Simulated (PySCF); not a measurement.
The same groups moved round the core (thiophene mercapto+boryl). All species are isolated molecules in the gas phase. One relaxed conformer stands for each flexible species; it need not be the lowest. Strings in code marks are SMILES.

Level of theory: PBE0-D4/def2-TZVP // PBE0-D4/def2-SVP run with PySCF. Delta-SCF ions had no search for a lower state. Excitations are Tamm–Dancoff values on a coarser integration grid. The basis has no diffuse functions, so Rydberg states are missing or too high.

```json
[
 {"species": "`Bc1cc(S)cs1`", "S1 excitation (TDA) (eV)": "3.92", "vertical ionisation energy (Delta-SCF) (eV)": "8.73", "S1 oscillator strength": "0.043"},
 {"species": "`c1c(S)sc(B)c1`", "S1 excitation (TDA) (eV)": "4.30", "vertical ionisation energy (Delta-SCF) (eV)": "8.37", "S1 oscillator strength": "0.520"},
 {"species": "`c1(S)c(ccs1)B`", "S1 excitation (TDA) (eV)": "3.72", "vertical ionisation energy (Delta-SCF) (eV)": "8.22", "S1 oscillator strength": "___"},
 {"species": "`Bc1csc(S)c1`", "S1 excitation (TDA) (eV)": "4.35", "vertical ionisation energy (Delta-SCF) (eV)": "8.93", "S1 oscillator strength": "0.012"},
 {"species": "`Bc1cscc1S`", "S1 excitation (TDA) (eV)": "3.40", "vertical ionisation energy (Delta-SCF) (eV)": "8.23", "S1 oscillator strength": "___"},
 {"species": "`Bc1sccc1S`", "S1 excitation (TDA) (eV)": "___", "vertical ionisation energy (Delta-SCF) (eV)": "___", "S1 oscillator strength": "0.146"}
]
```

Problem. Complete the blanks.

Solution. 
- `c1(S)c(ccs1)B`, S1 oscillator strength: 0.096
- `Bc1cscc1S`, S1 oscillator strength: 0.020
- `Bc1sccc1S`, S1 excitation (TDA) (eV): 3.87
- `Bc1sccc1S`, vertical ionisation energy (Delta-SCF) (eV): 8.38
